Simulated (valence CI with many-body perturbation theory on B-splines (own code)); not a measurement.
Which ion has this spectrum?

A relativistic CI+MBPT calculation for an atom or ion with 5 electrons gives these levels (eV):

```tsv
J	Parity	E	g
1/2	odd	0.0	0.63
1/2	even	202.4	2.10
3/2	odd	659.5	1.31
3/2	even	800.8	1.64
5/2	even	836.8	1.33
1/2	even	894.5	1.25
3/2	even	895.9	0.97
3/2	odd	1109.0	1.33
5/2	even	1478.3	1.42
1/2	even	1565.6	1.91
3/2	even	1566.5	1.18
3/2	odd	1730.0	1.44
5/2	odd	1751.5	1.17
1/2	odd	1796.9	0.63
```

The energies are calculated, and their last digits are not significant.

Q: Which is it?
A. Nd55+
B. Sm57+
C. Eu58+
D. Gd59+

A: B. Sm57+, ground level (2s^2 2p1/2) J=1/2.
